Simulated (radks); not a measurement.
The numbers below are computed, except where a source is named.
Er56+, 12 electrons, occupied as [Ne] 3s2. Code: a radial shooting solver on a logarithmic mesh with Libxc functionals. Model: scalar-relativistic Kohn-Sham, PBEsol, spin-polarised, spherical densities, finite nucleus; Fermi nuclear charge, rms radius 5.2516 fm. Some entries of the table are withheld. Estimate them.

orbital  occ.  eigenvalue (Ry)  <r^2> (bohr^2)  r(max) (bohr)
1s          2              (1)       0.0005674        0.01286
2s          2              (2)             (3)        0.07271
2p          6        -937.8921        0.006902            (4)
3s          2              (5)         0.04746         0.1943

Answer. 
(1) 1s eigenvalue (Ry): -4540.552
(2) 2s eigenvalue (Ry): -1016.466
(3) 2s <r^2> (bohr^2): 0.008559
(4) 2p r(max) (bohr): 0.05898
(5) 3s eigenvalue (Ry): -416.2232
